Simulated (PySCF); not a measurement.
**Input and output**

Hf(BH4)4 (triplet). PySCF 2.14.0, UKS TPSS, Hf def2-SVP with ECP60, B def2-SVP, H def2-SVP; non-relativistic Hamiltonian with scalar-relativistic core potentials where named; density fitting; no spin-orbit coupling. Purpose: multiplicity 3 at the relaxed geometry.

```python
mol = gto.M(atom='''
Hf    -0.00000     0.00000    -0.05286
B      1.39855     1.27631     1.28542
H      2.12422     1.93622     1.97685
H      1.35206     0.06051     1.60555
H      1.71698     1.27034     0.06846
H      0.19801     1.65145     1.29512
B     -1.39855    -1.27630     1.28543
H     -2.12422    -1.93622     1.97685
H     -1.35206    -0.06050     1.60555
H     -1.71697    -1.27033     0.06846
H     -0.19801    -1.65143     1.29513
B      1.27740    -1.39893    -1.38952
H      1.93639    -2.12351    -2.08292
H      1.60058    -1.41786    -0.17383
H      0.04763    -1.66528    -1.39428
H      1.33751    -0.18439    -1.71284
B     -1.27738     1.39895    -1.38952
H     -1.93636     2.12355    -2.08291
H     -1.60056     1.41788    -0.17383
H     -0.04760     1.66528    -1.39428
H     -1.33750     0.18441    -1.71284''',
    basis={'Hf': 'def2-SVP', 'B': 'def2-SVP', 'H': 'def2-SVP'},
    ecp={'Hf': 'def2-SVP'},
    charge=0, spin=2)
mf = dft.UKS(mol, xc='TPSS')
mf.grids.atom_grid = (50, 194)
mf = mf.density_fit()  # fitting sets: Hf def2-universal-JKFIT, B def2-universal-JKFIT, H def2-universal-JKFIT
mf.conv_tol = 1e-08; mf.max_cycle = 55
mf.kernel(dm0)  # dm0: free metal ions and neutral atoms
```

Run from Python with OMP_NUM_THREADS=4; the lines above give its settings. Where DIIS fails, smearing, a level shift and second-order steps follow.
It took 39 s on 4 threads of Arm Neoverse V1, with other jobs on the host.

Problem. Where do the frontier levels lie, over both spins?

Solution. HOMO -1.99 eV, LUMO -8.42 eV. An empty level of one spin lies below a filled level of the other.

Problem. What are the Mulliken charges and spins?

Solution. 
```json
{"atom": "Hf1", "charge (e)": "0.105", "spin (e)": "0.695"}
{"atom": "B2", "charge (e)": "-0.383", "spin (e)": "0.045"}
{"atom": "H3", "charge (e)": "0.017", "spin (e)": "0.003"}
{"atom": "H4", "charge (e)": "0.102", "spin (e)": "0.036"}
{"atom": "H5", "charge (e)": "0.095", "spin (e)": "0.004"}
{"atom": "H6", "charge (e)": "0.093", "spin (e)": "0.060"}
{"atom": "B7", "charge (e)": "-0.383", "spin (e)": "0.045"}
{"atom": "H8", "charge (e)": "0.017", "spin (e)": "0.003"}
{"atom": "H9", "charge (e)": "0.102", "spin (e)": "0.036"}
{"atom": "H10", "charge (e)": "0.095", "spin (e)": "0.004"}
{"atom": "H11", "charge (e)": "0.093", "spin (e)": "0.060"}
{"atom": "B12", "charge (e)": "-0.399", "spin (e)": "0.229"}
{"atom": "H13", "charge (e)": "0.028", "spin (e)": "-0.013"}
{"atom": "H14", "charge (e)": "0.168", "spin (e)": "0.225"}
{"atom": "H15", "charge (e)": "0.110", "spin (e)": "0.022"}
{"atom": "H16", "charge (e)": "0.116", "spin (e)": "0.042"}
{"atom": "B17", "charge (e)": "-0.399", "spin (e)": "0.229"}
{"atom": "H18", "charge (e)": "0.028", "spin (e)": "-0.013"}
{"atom": "H19", "charge (e)": "0.168", "spin (e)": "0.225"}
{"atom": "H20", "charge (e)": "0.110", "spin (e)": "0.022"}
{"atom": "H21", "charge (e)": "0.116", "spin (e)": "0.042"}
```

Problem. How does its energy compare with the relaxed singlet of charge +0 in vacuum?

Solution. It lies 6.572 eV higher.

Open shells may have lower solutions than the one found.
